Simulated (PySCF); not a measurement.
## Excited states of As²⁹⁺ (arsenic, charge +29)

Ground state [He] 2s2, ¹S. All numbers are calculated (PySCF 2.14, the spin-free X2C one-electron Hamiltonian (Gaussian nucleus), in an uncontracted even-tempered set (19 s from 1.49 bohr⁻², ratio 2.5; 10 p from 1.92 bohr⁻², ratio 2.7; 8 d from 2.18 bohr⁻², ratio 2.7; 4 f from 65 bohr⁻², ratio 2.7)). Vertical excitation energies in eV without spin-orbit coupling; excited terms of each kind are numbered among those the solver found.

| term | leading excitation | CIS | TDHF |
| --- | --- | --- | --- |
| 1 3P° | 2s → p | 77.739 | 73.197 |
| 1 1P° | 2s → p | 129.75 | 127.07 |

Oscillator strength of the first ¹S → ¹P° line: CIS 0.174, TDHF 0.139.

The spin-orbit splitting of the hole, absent here, rivals or exceeds the spacing of these terms, so the LS terms are model states.

Only the lower part of the computed list is shown. Doubly excited terms such as np² are absent. The solver can miss terms.
